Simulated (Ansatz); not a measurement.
`C=[C](C)[GeH2][F]` + H–F → `[F][GeH2][F]` + `C=CC`  (ligand exchange at a Ge–C bond)

Program: Ansatz. Geometries: PBE0-D4/def2-TZVP. ΔE: electronic, gas phase. CCSD(T)/CBS is the MP2 limit (def2-TZVPP, def2-QZVPP) plus CCSD(T) − MP2 in def2-TZVPP, frozen cores. This one scheme is used for every species. For Ge outer-core shells are correlated without core-valence functions, which leaves a few kJ/mol of doubt a bond. Scalar relativity is left out up to krypton. One conformer a species, not always the lowest.

| species | CCSD/CBS(def2) energy (Eh) |
| --- | --- |
| `C=[C](C)[GeH2][F]` | -2294.24826 |
| H–F | -100.38944 |
| `[F][GeH2][F]` | -2276.94147 |
| `C=CC` | -117.72384 |

Task: Work out ΔE.

Result: ΔE = (-2276.94147) + (-117.72384) − (-2294.24826) − (-100.38944) = -0.02761 Eh = -72.5 kJ/mol. CCSD(T)/CBS gives -68.9 kJ/mol.

Largest T1 diagnostic among the species: 0.012.

The D4 term adds +11.4 kJ/mol with B3LYP and +6.3 kJ/mol with PBE0; it sums over pairs of atoms, weighted by their polarisabilities, and B3LYP, whose exchange is more repulsive, gets the larger term. In def2-TZVPP, CCSD(T) changes the Hartree–Fock value by +32.3 kJ/mol (the triples alone add +3.6 kJ/mol) and MP2 by +35.7 kJ/mol.

B3LYP here is the variant with VWN-RPA as its local correlation; programs differ in this.
